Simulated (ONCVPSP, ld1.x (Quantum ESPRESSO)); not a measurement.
Potentials for Pb (Z = 82) compared

Generated with ld1.x 7.5 (TM, RRKJ, ultrasoft, PAW), atompaw 4.2 or ONCVPSP 4.0.1. The cutoff is in Ry: for ld1.x and atompaw files where the sum of valence levels is converged to 10 mRy in a Bessel basis, for ONCV files where the hardest occupied wave has 1 mHa per electron of residual kinetic energy. The error is the largest all-electron minus pseudo excitation energy over each file’s own four to seven test configurations (ionisations up to +4, promotions, holes and added fractions of an electron), all of which were solved. The labels leave out finer settings (local radius, basis sizes, second energies), which also bear on the numbers. Spin-polarised tests are not counted. The rows are a selection from randomly drawn settings: files with unsolved tests, undetermined cutoffs or missed reference levels are left out.

A true bound ghost makes a file unfit for plane-wave use even where its test errors are small: the radial tests pick states by their node count and pass the ghost by.

| potential | cutoff (Ry) | largest error (meV) | bound ghosts |
| --- | --- | --- | --- |
| ONCV, PBE, scalar-relativistic, rc 2.10/2.40/1.75 (spd), local smoothed, core correction no, reference 5d10 6s2 6p1, qcut 3.2/3.3/8, projectors 2/2/2 | 48 | -4.7 | s |
| ONCV, PBEsol, scalar-relativistic, rc 1.90/1.90 (sp), local p, core correction yes, reference 6s2 6p1.5, qcut 2.9/4.1, projectors 1/0 | 60 | -90 | none |
| ONCV, PBE, scalar-relativistic, rc 1.55/1.15/1.30 (spd), local smoothed, core correction no, reference 5s2 5p6 5d10 6s2, qcut 9/6.1/6.2, projectors 2/2/2 | 210 | -14 | none |

Question: Fill in the row for Pb: TM semilocal, PBE, scalar-relativistic, rc 1.95/1.85/1.35 (spd), local s, core correction no, reference 5d10 6s2 6p0.

Answer: cutoff 70 Ry, largest error -70 meV, bound ghosts: none.

Question: Fill in the row for Pb: TM, PBE, scalar-relativistic, rc 1.65/1.90/2.05 (spd), local s, core correction yes, reference 5d10 6s2 6p1.

Answer: cutoff 50 Ry, largest error -95 meV, bound ghosts: none.

Question: Fill in the row for Pb: ONCV, PBE, scalar-relativistic, rc 1.40/1.25/1.60 (spd), local smoothed, core correction yes, reference 5s2 5p6 5d10 6s2 6p1, qcut 6.8/10.1/11.7, projectors 2/3/2.

Answer: cutoff 83 Ry, largest error -22 meV, bound ghosts: s.
